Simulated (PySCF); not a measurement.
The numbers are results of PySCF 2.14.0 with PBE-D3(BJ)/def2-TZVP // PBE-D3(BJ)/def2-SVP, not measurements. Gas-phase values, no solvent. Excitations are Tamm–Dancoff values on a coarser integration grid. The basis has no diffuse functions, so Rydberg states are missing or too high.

Reference species (SMILES): `o1ccc2occc21` (neutral, multiplicity 1).

The S1 oscillator strength comes out as 0.489 and the S1–T1 gap (TDA) is 2.09 eV. The brightest of the four lowest singlets (TDA) is 5.33 eV. The adiabatic ionisation energy (no zero-point term) is 7.81 eV.

Changed species: `[CH]1=C[C]2=[C](C=[CH][AlH]2)[AlH]1` (E = [AlH]; the reference has E = O).

Question: Predict the effect on the S1 oscillator strength, S1–T1 gap (TDA), brightest of the four lowest singlets (TDA) and adiabatic ionisation energy (no zero-point term).

Answer: the S1 oscillator strength drops by 0.429, to 0.060; the S1–T1 gap (TDA) drops by 1.19 eV, to 0.90 eV; the brightest of the four lowest singlets (TDA) falls by 3.29 eV, to 2.04 eV; the adiabatic ionisation energy (no zero-point term) drops by 0.44 eV, to 7.37 eV.
